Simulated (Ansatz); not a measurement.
Ideal-gas functions of C2HFSe (`FC1=C[Se]1`) at 298.15 K and 1 bar, from an Ansatz frequency run at PBE0-D4/def2-TZVP.

Molar mass 122.99 g/mol, point group Cs (symmetry number 1), electronic degeneracy 1, moments of inertia 34.818, 159.607, 194.426 u Å². Harmonic wavenumbers (cm⁻¹, unscaled): 277, 378, 497, 626, 637, 854, 1093, 1911, 3352.

Use S(trans) = R[1.5 ln M + 2.5 ln T − 1.1517]; rotational temperatures θ = 24.2544 K / I; S(rot) = R[ln(√π/σ · √(T³/θAθBθC)) + 1.5]; for each mode x = 1.438777 ν̃/T, S = R[x/(eˣ − 1) − ln(1 − e⁻ˣ)] and H = RT x/(eˣ − 1); 1 cm⁻¹ = 0.0119627 kJ/mol; R = 8.31446 J/(mol·K).

Question: By hand: the entropy, in J/(mol·K).

Answer: Translation 168.9. Rotation: θ = 0.6966, 0.152, 0.1247 K, giving 106.3. Vibration, mode by mode: 6.49, 4.38, 2.79, 1.70, 1.63, 0.70, 0.27, 0.01, 0.00, in all 18.0. Electronic 0.0. Sum 293.2 J/(mol·K).

Question: By hand: H − E and G − E in kJ/mol, counted from the electronic energy.

Answer: Zero-point energy ½ × 9625 × 0.0119627 = 57.6; thermal vibration 3.6; translation, rotation and pV give 4 RT = 9.9. H − E = 71.1 kJ/mol, and G − E = 71.1 − 298.15 × 293.2/1000 = -16.3 kJ/mol.

Vibration gives 6 % of the entropy.
